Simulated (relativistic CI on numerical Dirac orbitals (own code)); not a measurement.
## Li⁺: what numerical and physical settings do to a radial Dirac CI calculation

Reference input:

```
atom Li  Z=3  charge=1  electrons=2
nucleus A=7  rms_radius_fm=2.4440
hamiltonian dirac-coulomb  breit=on  qed=on  c_scale=1
orbitals kli  potential=per-configuration
slater_scale 1
correlation none
mixing on
grid step=0.0125 r_max=34.5
scf mixing=0.4 start=green max_iterations=150 tolerance=2e-08 node_fill=0.05
configurations
  1s2
  1s 2s
  1s 2p
end
```

Computed lowest total energy -7.23683 Ha, first excitation 467181.1 cm⁻¹, 25 SCF steps. Runs with settings changed; * marks those that are bad on purpose (the QED terms keep the true α when c is scaled):

| Changed | Outcome | Lowest level | ΔE (Ha) | First excitation (cm⁻¹) | SCF steps | Message |
| --- | --- | --- | --- | --- | --- | --- |
| grid step 0.03, Slater scale 0.5 | converged | 1s² ¹S0 | 7.24e-07 | 469160.2 | 25 |  |
| speed of light × 0.8 | converged | 1s² ¹S0 | -0.000298 | 467170.8 | 25 |  |
| end of the grid at 17.25 bohr, nuclear radius 2.1996 fm | not converged |  |  |  | 17 | orbital 2s not found |
| node fill of the KLI weights 0.2, Slater scale 1.2, start potential bare | converged | 1s² ¹S0 | 2.91e-11 | 466541.9 | 27 |  |
| configuration list: overfill * | refused |  |  |  | 0 | configuration 1s3: a shell holds more than 4l+2 electrons |
| node fill of the KLI weights 5 * | converged | 1s² ¹S0 | -1.92e-11 | 469909.5 | 29 |  |

With so few configurations and no correlation, terms lie too far apart (by 10 to 50 % near neutrality), their order can be wrong, and levels of other configurations are missing.
